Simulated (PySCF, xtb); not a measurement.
octasulfur (S8), SMILES S1SSSSSSS1.

Harmonic wavenumbers (cm⁻¹) from GFN2-xTB (xtb) at its own minimum, in rising order: 41, 61, 103, 110, 139, 165, 185, 211, 211, 244, 332, 384, 403, 451, 456, 473, 481, 487.

Q: What does PBE0-D3(BJ)/def2-SVP run with PySCF 2.14.0 give at its own minimum? (An estimate is asked for; the answer gives what the named calculation found.)

A: 51, 73, 122, 130, 155, 198, 215, 244, 251, 291, 373, 420, 421, 461, 465, 477, 489, 503. Paired by order, the mean absolute difference is 22 cm⁻¹ and the zero-point energies are 7.1 and 7.6 kcal/mol.
